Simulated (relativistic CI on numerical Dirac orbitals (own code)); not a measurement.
Calculated levels, Rh6+

These numbers are calculated, not measured: Dirac-Coulomb-Breit CI, orbitals from a KLI potential per configuration, model QED, unscaled Slater integrals (own radial code, finite nucleus).

Configurations in the expansion (outside the closed core [Ar] 3d10): 4s2.4p6.4d3, 4s2.4p6.4d2.5s, 4s2.4p6.4d2.4f, 4s2.4p5.4d4, 4s2.4p6.4d2.5p, 4s2.4p6.4d2.5d, 4s.4p6.4d4, 4s2.4p6.4d2.6s, 4s2.4p6.4d2.6p, 4s2.4p5.4d3.4f, 4s2.4p6.4d.5s.5p, 4s2.4p6.4d2.5f, 4s2.4p6.4d2.6d, 4s2.4p6.4d2.5g, 4s2.4p6.4d2.7s, 4s2.4p6.4d2.7p, 4s2.4p6.4d2.6f, 4s2.4p6.4d.4f.5s, 4s2.4p5.4d3.5s, 4s.4p6.4d3.4f, 4s2.4p5.4d3.5p, 4s2.4p5.4d3.5d, 4s2.4p5.4d3.6s, 4s2.4p5.4d3.6p, 4s2.4p6.4d.4f2, 4s2.4p6.4f2.5s, 4s2.4p6.4f3, 4s2.4p6.4f2.5p, 4s2.4p6.4f2.5d, 4s2.4p6.4d.5s2, 4s2.4p6.4f.5s2, 4s2.4p6.5s2.5p, 4s2.4p6.5s2.5d, 4s2.4p6.4d.5p2, 4s2.4p6.5s.5p2, 4s2.4p6.4f.5p2, 4s2.4p6.5p3, 4s2.4p6.5p2.5d, 4p6.4d5, 4p5.4d6, 4s2.4p6.4d.4f.5p, 4s2.4p6.4f.5s.5p, 4s2.4p6.4f.5p.5d. Double excitations out of closed p, d and f shells are left out; levels of such configurations are missing from the list, as are those of other unlisted configurations, and high levels can miss mixing partners. These lack a partner that the ground configuration has and come out too high: 4s2.4p6.4d2.6s, 4s2.4p6.4d2.6p, 4s2.4p5.4d3.4f, 4s2.4p6.4d2.5f, 4s2.4p6.4d2.6d.

The lowest level is 4s2.4p6.4d3 4F_3/2, with 96 % of that term; Hund's rules for 4s2.4p6.4d3 give 4F with J = 3/2, in agreement.

| No. | Configuration | Term | J | E (cm⁻¹) | % | Next component (%) | Landé g | Lifetime (s) |
| --- | --- | --- | --- | --- | --- | --- | --- | --- |
| 1 | 4s2.4p6.4d3 | 4F | 3/2 | 0 | 96 | 2 2D | 0.407 |  |
| 2 | 4s2.4p6.4d3 | 4F | 5/2 | 1826 | 97 | 1 4s2.4p5.4d3.4f 4F | 1.029 | 3.87e+00 |
| 3 | 4s2.4p6.4d3 | 4F | 7/2 | 4023 | 97 | 1 4s2.4p5.4d3.4f 4F | 1.235 | 2.22e+00 |
| 4 | 4s2.4p6.4d3 | 4F | 9/2 | 6387 | 95 | 3 2G | 1.325 | 2.87e+00 |
| 5 | 4s2.4p6.4d3 | 4P | 3/2 | 16808 | 82 | 13 2P | 1.654 | 1.65e+00 |
| 6 | 4s2.4p6.4d3 | 4P | 1/2 | 16839 | 92 | 6 2P | 2.550 | 6.15e+00 |
| 7 | 4s2.4p6.4d3 | 4P | 5/2 | 19602 | 97 | 1 4s2.4p5.4d3.4f 4P | 1.595 | 2.04e+00 |
| 8 | 4s2.4p6.4d3 | 2G | 7/2 | 19654 | 97 | 1 4s2.4p5.4d3.4f 2G | 0.893 | 2.38e-01 |
| 9 | 4s2.4p6.4d3 | 2G | 9/2 | 20768 | 66 | 29 2H | 1.058 | 1.97e-01 |
| 10 | 4s2.4p6.4d3 | 2D | 3/2 | 24965 | 55 | 30 2P | 1.074 | 7.94e-02 |
| 11 | 4s2.4p6.4d3 | 2P | 1/2 | 26456 | 92 | 6 4P | 0.785 | 2.38e-01 |
| 12 | 4s2.4p6.4d3 | 2H | 9/2 | 27158 | 69 | 28 2G | 0.969 | 2.23e-01 |
| 13 | 4s2.4p6.4d3 | 2H | 11/2 | 27280 | 98 | 2 4s2.4p5.4d3.4f 2H | 1.091 | 9.18e-01 |
| 14 | 4s2.4p6.4d3 | 2D | 5/2 | 29577 | 96 | 1 4s2.4p5.4d3.4f 2D | 1.203 | 1.03e-01 |
| 15 | 4s2.4p6.4d3 | 2P | 3/2 | 31725 | 56 | 39 2D | 1.130 | 8.58e-02 |
| 16 | 4s2.4p6.4d3 | 2F | 7/2 | 40969 | 97 | 1 4s2.4p5.4d3.4f 2F | 1.141 | 1.94e-01 |
| 17 | 4s2.4p6.4d3 | 2F | 5/2 | 41581 | 96 | 2 2D | 0.862 | 2.67e-01 |
| 18 | 4s2.4p6.4d3 | 2D | 5/2 | 65575 | 96 | 1 2F | 1.196 | 1.84e-02 |
| 19 | 4s2.4p6.4d3 | 2D | 3/2 | 65969 | 98 | 1 4s2.4p5.4d3.4f 2D | 0.799 | 2.00e-02 |
| 20 | 4s2.4p6.4d2.5s | 4F | 3/2 | 215528 | 97 | 2 2D | 0.406 | 1.08e-05 |
| 21 | 4s2.4p6.4d2.5s | 4F | 5/2 | 217043 | 94 | 3 2F | 1.026 | 1.05e-05 |
| 22 | 4s2.4p6.4d2.5s | 4F | 7/2 | 219520 | 97 | 2 2F | 1.236 | 1.05e-05 |
| 23 | 4s2.4p6.4d2.5s | 4F | 9/2 | 222489 | 98 | 1 4s2.4p5.4d3.5p 4F | 1.332 | 1.04e-05 |
| 24 | 4s2.4p6.4d2.5s | 2F | 5/2 | 226667 | 91 | 4 4F | 0.878 | 6.81e-06 |
| 25 | 4s2.4p6.4d2.5s | 2F | 7/2 | 231339 | 95 | 2 4F | 1.140 | 6.66e-06 |
| 26 | 4s2.4p6.4d2.5s | 4P | 1/2 | 233021 | 97 | 1 2S | 2.654 | 8.32e-06 |
| 27 | 4s2.4p6.4d2.5s | 4P | 5/2 | 233827 | 61 | 34 2D | 1.436 | 8.33e-06 |
| 28 | 4s2.4p6.4d2.5s | 4P | 3/2 | 233959 | 87 | 12 2D | 1.620 | 8.35e-06 |
| 29 | 4s2.4p6.4d2.5s | 2D | 3/2 | 236704 | 77 | 11 4P | 0.946 | 8.39e-06 |
| 30 | 4s2.4p6.4d2.5s | 2D | 5/2 | 239407 | 59 | 37 4P | 1.346 | 8.32e-06 |
| 31 | 4s2.4p6.4d2.5s | 2P | 1/2 | 242959 | 97 | 1 4s2.4p5.4d3.5p 2P | 0.685 | 6.95e-06 |
| 32 | 4s2.4p6.4d2.5s | 2G | 9/2 | 244862 | 98 | 1 4F | 1.113 | 7.82e-06 |
| 33 | 4s2.4p6.4d2.5s | 2G | 7/2 | 245016 | 97 | 2 2F | 0.893 | 7.87e-06 |
| 34 | 4s2.4p6.4d2.5s | 2P | 3/2 | 245847 | 89 | 8 2D | 1.292 | 7.02e-06 |
| 35 | 4s2.4p6.4d2.5s | 2S | 1/2 | 274758 | 96 | 1 4P | 1.998 | 7.19e-06 |
| 36 | 4s2.4p6.4d2.5p | 4G° | 5/2 | 294041 | 75 | 20 2F° | 0.646 | 2.94e-10 |
| 37 | 4s2.4p6.4d2.5p | 4F° | 3/2 | 297201 | 69 | 24 2D° | 0.548 | 6.90e-11 |
| 38 | 4s2.4p6.4d2.5p | 4G° | 7/2 | 298289 | 82 | 8 2F° | 1.014 | 2.43e-10 |
| 39 | 4s2.4p6.4d2.5p | 4F° | 5/2 | 299885 | 63 | 17 2D° | 1.085 | 7.18e-11 |
| 40 | 4s2.4p6.4d2.5p | 4G° | 9/2 | 302749 | 74 | 18 4F° | 1.197 | 1.77e-10 |
| 41 | 4s2.4p6.4d2.5p | 2F° | 5/2 | 303458 | 34 | 25 4F° | 0.927 | 1.06e-10 |
| 42 | 4s2.4p6.4d2.5p | 4F° | 7/2 | 303656 | 73 | 14 4D° | 1.240 | 6.74e-11 |
| 43 | 4s2.4p6.4d2.5p | 2D° | 3/2 | 304149 | 37 | 33 4D° | 0.842 | 6.54e-11 |
| 44 | 4s2.4p6.4d2.5p | 4D° | 1/2 | 304225 | 92 | 5 2P° | 0.072 | 4.63e-11 |
| 45 | 4s2.4p6.4d2.5p | 4D° | 7/2 | 306224 | 38 | 37 2F° | 1.238 | 6.41e-11 |
| 46 | 4s2.4p6.4d2.5p | 4D° | 3/2 | 306386 | 57 | 38 2D° | 1.040 | 6.10e-11 |
| 47 | 4s2.4p6.4d2.5p | 4F° | 9/2 | 306958 | 64 | 25 4G° | 1.269 | 8.21e-11 |
| 48 | 4s2.4p6.4d2.5p | 4D° | 5/2 | 307328 | 77 | 13 2F° | 1.269 | 5.36e-11 |
| 49 | 4s2.4p6.4d2.5p | 2S° | 1/2 | 307686 | 86 | 7 4P° | 1.956 | 8.34e-11 |
| 50 | 4s2.4p6.4d2.5p | 4G° | 11/2 | 308793 | 98 | 1 2H° | 1.272 | 3.37e-10 |
| 51 | 4s2.4p6.4d2.5p | 2D° | 5/2 | 309596 | 58 | 29 2F° | 1.096 | 8.93e-11 |
| 52 | 4s2.4p6.4d2.5p | 2F° | 7/2 | 310736 | 50 | 37 4D° | 1.226 | 7.91e-11 |
| 53 | 4s2.4p6.4d2.5p | 2G° | 7/2 | 311375 | 80 | 8 4F° | 0.963 | 6.23e-11 |
| 54 | 4s2.4p6.4d2.5p | 4S° | 3/2 | 311413 | 72 | 18 2P° | 1.821 | 4.94e-11 |
| 55 | 4s2.4p6.4d2.5p | 2G° | 9/2 | 314901 | 77 | 17 4F° | 1.141 | 6.93e-11 |
| 56 | 4s2.4p6.4d2.5p | 4D° | 1/2 | 316130 | 95 | 4 2P° | 0.025 | 1.57e-10 |
| 57 | 4s2.4p6.4d2.5p | 2P° | 3/2 | 316364 | 52 | 21 4S° | 1.367 | 5.82e-11 |
| 58 | 4s2.4p6.4d2.5p | 2F° | 5/2 | 317650 | 82 | 11 2D° | 0.921 | 5.09e-11 |
| 59 | 4s2.4p6.4d2.5p | 4D° | 3/2 | 318356 | 88 | 5 2P° | 1.203 | 1.40e-10 |
| 60 | 4s2.4p6.4d2.5p | 2G° | 7/2 | 319764 | 56 | 37 2F° | 1.015 | 4.70e-11 |
| 61 | 4s2.4p6.4d2.5p | 2P° | 1/2 | 320760 | 79 | 15 4P° | 0.949 | 5.90e-11 |
| 62 | 4s2.4p6.4d2.5p | 4D° | 5/2 | 321246 | 83 | 6 2D° | 1.334 | 1.26e-10 |
| 63 | 4s2.4p6.4d2.5p | 2G° | 9/2 | 322355 | 88 | 10 2H° | 1.089 | 4.07e-11 |
| 64 | 4s2.4p6.4d2.5p | 4D° | 7/2 | 323520 | 50 | 26 2G° | 1.218 | 6.39e-11 |
| 65 | 4s2.4p6.4d2.5p | 4P° | 3/2 | 323785 | 50 | 28 2D° | 1.382 | 8.70e-11 |
| 66 | 4s2.4p6.4d2.5p | 4P° | 1/2 | 324245 | 76 | 13 2P° | 2.328 | 9.47e-11 |
| 67 | 4s2.4p6.4d2.5p | 2D° | 5/2 | 325189 | 49 | 37 4P° | 1.349 | 9.01e-11 |
| 68 | 4s2.4p6.4d2.5p | 2D° | 3/2 | 325485 | 46 | 43 4P° | 1.258 | 8.88e-11 |
| 69 | 4s2.4p6.4d2.5p | 4D° | 7/2 | 326349 | 44 | 41 2F° | 1.235 | 6.39e-11 |
| 70 | 4s2.4p6.4d2.5p | 4P° | 5/2 | 328807 | 49 | 47 2D° | 1.397 | 7.64e-11 |

Energies count from the lowest computed level; ° marks odd parity; lifetimes are radiative, by E1, M1, E2 decay to levels of this space only.

The mean weight of the leading LS term, summed over parents, in these 70 levels is 78 %, and that of the leading jj configuration (from the same eigenvectors) 61 %, so LS coupling describes them better.

At this charge configurations can still be misplaced by up to about 7 % of their energy. Terms inside the open d or f shell come out 10 to 20 % too wide with unscaled integrals.

Landé's interval rule says that E(J) − E(J−1) = AJ with one A. For the ground term the intervals give A = 730.4, 627.8, 525.2 cm⁻¹ for J = 5/2, 7/2, 9/2; the multiplet is regular.

LS names give the leading component of a level, which can be under half, so a name can repeat, a term be missing and a line seem to break the LS rules.
